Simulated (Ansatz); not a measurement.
Ansatz results at the PBE0-D4/def2-TZVP geometry: size of the dipole moment (PBE/def2-TZVPP) 2.06 D; LUMO energy (PBE0/def2-TZVPP) -0.40 eV; LUMO energy (PBE/def2-TZVPP) -1.41 eV.

Each molecule was computed in one conformer, which needn't be the lowest.

(1) Which molecule gave them?
A. `CC(C)N[Si](Cl)(Cl)Cl`
B. `[SiH3][SiH](Br)Br`
C. `C=C[Si](N)(Cl)OC`
D. `C[SiH2]C`

Results:

(1) C. The others give `CC(C)N[Si](Cl)(Cl)Cl`: 2.70, 0.31, -0.70; `C[SiH2]C`: 0.83, 1.07, 0.29; `[SiH3][SiH](Br)Br`: 1.35, -0.93, -1.78.
